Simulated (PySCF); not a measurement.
BrFHNOW, SMILES [F][W](=[NH])(=[O])[Br], multiplicity 1. Atoms are numbered in the order given.

```xyz
6

W      0.3023    -0.4197    -0.0423
O      1.8249    -0.0917     0.6528
N      0.5395    -0.6821    -1.7565
H      1.1728    -0.7153    -2.5539
F     -0.4230    -1.9857     0.6952
Br    -1.0888     1.5758     0.1858
```

The structure is a stationary point at B3LYP-D3(BJ)/def2-SVP. The spin state was assumed, not searched. The structure was generated by enumeration; whether it is a known compound was not checked. The def2 effective core potentials stand for the cores of W; spin–orbit coupling is left out.

Level of theory: B3LYP/def2-TZVP (PySCF).

Gas-phase values at a fixed geometry.

Computed frontier levels, gap, dipole moment and polarisability:
```
Property                                                                                                         Value
---------------------------------------------------------------------------------------------  -----------------------
highest occupied level                                                                                        -8.40 eV
lowest empty level                                                                                            -2.89 eV
orbital gap                                                                                                    5.51 eV
dipole moment                                                                                                   1.57 D
quadrupole, principal values (traceless, Buckingham form, about the centre of nuclear charge)  -7.20, -3.22, 10.41 D·Å
mean static polarisability                                                                        66.8 bohr³ (9.89 Å³)
polarisability, principal values                                                                54.3, 63.6, 82.4 bohr³
```
